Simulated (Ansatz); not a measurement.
Species: dichlorosilane, sum formula SiH2Cl2 (charge 0, singlet). SMILES: Cl[SiH2]Cl
Coordinates optimised at B3LYP-D3(BJ)/def2-TZVP (Ansatz, an electronic-structure program):
```
Si
H 1 1.4701
H 1 1.4701 2 112.80
Cl 1 2.0521 2 108.47 3 120.19
Cl 1 2.0521 2 108.47 3 -120.19
```

Computed values are from Ansatz. Cores are frozen in the correlated levels unless marked. UHF or UKS for open shells. Spin-orbit coupling is left out. Non-relativistic. CBS marks a two-point X^-3 extrapolation of the correlation energy; Hartree-Fock from the larger set. [CCSD(T)-MP2]/basis is that difference in the basis named.

Question: What is the atomisation energy De at RI-MP2/CBS(aug-cc-pV(T+d)Z,aug-cc-pV(Q+d)Z)+[CCSD(T)-MP2]/aug-cc-pV(T+d)Z?

Answer: 357.4 kcal/mol.

Question: What is the total energy at RI-MP2/CBS(aug-cc-pV(T+d)Z,aug-cc-pV(Q+d)Z)+[CCSD(T)-MP2]/aug-cc-pV(T+d)Z?

Answer: -1209.9256 Eh.

Question: What is the T1 diagnostic at CCSD/aug-cc-pV(T+d)Z?

Answer: 0.009.

Question: What is the dipole moment at CCSD(T)/aug-cc-pV(D+d)Z?

Answer: 1.24 D.
